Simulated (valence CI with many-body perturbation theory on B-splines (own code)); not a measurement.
The numbers below are computed, except where a source is named.
# Ladder of approximations for Bi LXXIX

Level of theory: configuration interaction combined with many-body perturbation theory (CI+MBPT): three valence electrons over a frozen Dirac-Fock core [He], radial functions for each j: 11 s, 11 p, 9 d, 7 f, 5 g, 2 h, 1 i, with the one-electron correlation potential Σ1 (screened to all orders), the two-electron term Σ2, the three-electron term Σ3, Breit, model QED; selected single and double excitations, second order for the rest (own B-spline code, finite nucleus).

The last digits are not significant, and no measured levels were compared; by estimate large intervals hold to a few tenths of a per cent, small ones and those within an open d or f shell to about a per cent.

Each rung adds one term. CI alone is the Dirac-Coulomb CI over the frozen core; QED comes last and gives the full result, which names the levels. Energies are above (2s^2 2p1/2) J=1/2 on the same rung, in Ry.

Levels are named by their leading jj configuration (3d3/2^4 stands for four electrons in 3d with j = 3/2), which in mixed levels can hold well under half, so a name can repeat and another be missing. Letters in brackets count levels of one name in rising energy.

```tsv
Level	CI alone	+ Σ1	+ Σ2	+ Σ3	+ Breit	Full
(2s 2p1/2^2) J=1/2	24.4	24.4	24.3	24.3	26.6	24.5
(2s^2 2p3/2) J=3/2	185.3	185.4	185.3	185.3	183.0	183.1
(2s 2p1/2 2p3/2) J=3/2 [a]	202.8	202.7	202.7	202.7	202.4	200.5
(2s 2p1/2 2p3/2) J=5/2	207.1	207.1	207.1	207.1	205.5	203.7
(2s 2p1/2 2p3/2) J=1/2	212.3	212.3	212.3	212.2	212.0	210.1
(2s 2p1/2 2p3/2) J=3/2 [b]	213.0	213.0	213.0	213.0	212.1	210.2
(2p1/2^2 2p3/2) J=3/2	237.9	237.8	237.8	237.8	239.3	235.4
(2s 2p3/2^2) J=5/2	390.0	390.0	390.0	390.0	386.7	385.0
(2s 2p3/2^2) J=1/2	398.3	398.3	398.3	398.3	396.1	394.4
(2s 2p3/2^2) J=3/2	399.1	399.1	399.1	399.1	396.1	394.4
(2p1/2 2p3/2^2) J=3/2	418.9	418.9	418.8	418.8	418.0	414.2
(2p1/2 2p3/2^2) J=5/2	421.6	421.6	421.6	421.6	419.6	415.8
(2p1/2 2p3/2^2) J=1/2	425.3	425.2	425.2	425.2	424.7	420.9
(2p3/2^3) J=3/2	607.8	607.8	607.8	607.8	604.6	601.0
(2s^2 3s) J=1/2	1029.7	1029.8	1029.7	1029.7	1026.6	1027.0
(2s^2 3p1/2) J=1/2	1037.7	1037.8	1037.8	1037.8	1035.2	1035.0
(2s 2p1/2 3s) J=1/2 [a]	1046.3	1046.3	1046.3	1046.3	1045.1	1043.5
(2s 2p1/2 3s) J=3/2	1049.2	1049.2	1049.2	1049.2	1047.4	1045.8
(2s 2p1/2 3s) J=1/2 [b]	1051.7	1051.7	1051.7	1051.7	1050.2	1048.6
```

Q: How does the ionisation energy move along the ladder, and which term matters most?

A: CI alone 24686, + Σ1 24686, + Σ2 24686, + Σ3 24686, + Breit 24636, + QED 24633 eV. The largest step is Breit, -50 eV. NIST lists 24640 ± 120 eV (theoretical).
